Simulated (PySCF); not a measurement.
MgF, SMILES [F][Mg+], charge +1. Heavy atoms are numbered as in [Mg+:1][F:2].

Geometry: PBE0-D3(BJ)/def2-TZVPD. The multiplicity is an assumed one; other spin states were not compared.

All values below come from PBE/pcSseg-2 run with PySCF.

GIAO shieldings, no solvent; atoms alike by connectivity are averaged. δ = σ(ref) − σ: ¹⁹F against CFCl3 (σ = 132.0 ppm), references at their B3LYP-D3(BJ)/def2-TZVP geometries, non-relativistic.

Computed chemical shifts:
```
nucleus  atoms  count  δ (ppm)
-------  -----  -----  -------
¹⁹F         F2      1   -246.0
```
